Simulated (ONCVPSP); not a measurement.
## mercury (Hg): one change to an ONCV potential, before and after

Hg (Z = 80), optimised norm-conserving Vanderbilt (ONCV), made with ONCVPSP 4.0.1 (LDA (Perdew-Wang 92), scalar-relativistic). Core [Kr] 4d10 4f14, reference 5s2 5p6 5d10 6s1.5 (charge +0.5). Waves: 5s+6s: rc 1.35 bohr, ncon 5, nbas 10, qcut 8.9 1/bohr, 2 projectors; 5p: rc 1.60 bohr, ncon 4, nbas 8, qcut 10.3 1/bohr, 1 projector; 5d: rc 2.00 bohr, ncon 5, nbas 9, qcut 9.1 1/bohr, 2 projectors, debl 1.3 Ha. Local part: polynomial inside 1.15 bohr (lpopt 5, dvloc0 6 Ha). Core correction: Teter function, fcfact 3, rcfact 1.3.

Change: d: qcut 6.

Cutoffs: the cutoffs (Ha) at which the residual kinetic energy of the hardest occupied pseudo-wave falls to 1 and 0.1 mHa per electron; they do not see the model core or the augmentation charge, which bear on the density cutoff. Errors are all-electron minus pseudo energies relative to the spin-unpolarised reference configuration.

Question: Predict the effect on cutoff, ghosts and configuration errors.

Answer: The potential gets harder (34 Ha and 40 Ha → 34 Ha and 61 Ha); the errors of the 4 common tests hardly move; neither file shows a bound ghost.

```csv
quantity,base,changed
"cutoff, loose",34 Ha,34 Ha
"cutoff, tight",40 Ha,61 Ha
loose cutoff by channel,"s 34 Ha, p 29 Ha, d 22 Ha","s 34 Ha, p 29 Ha, d 18 Ha"
bound ghosts,none,none
GHOST(+) flags under 300 eV,none,none
"error for 5s2 5p6 5d10 6s2, meV [ΔE -4.52 eV]",+1.4,+1.5
"error for 5s2 5p6 5d10 6s1, meV [ΔE 6.52 eV]",-2.2,-2.0
"error for 5s2 5p6 5d10 6s0, meV [ΔE 25.91 eV]",-9.4,-8.2
"error for 5s2 5p6 5d10 6s0 6p1, meV [ΔE 14.06 eV]",+86,+86
s: phases at 1.37 bohr within 0.05 rad from the reference energy up to (Ha; the scan ends near 5),to the end of the scan,to the end of the scan
p: phases at 1.62 bohr within 0.05 rad from the reference energy up to (Ha; the scan ends near 5),0.7,0.7
d: phases at 2.04 bohr within 0.05 rad from the reference energy up to (Ha; the scan ends near 5),to the end of the scan,to the end of the scan
"rms error of d²Exc/dni dnj with the model core, mHa",2.59,2.67
```
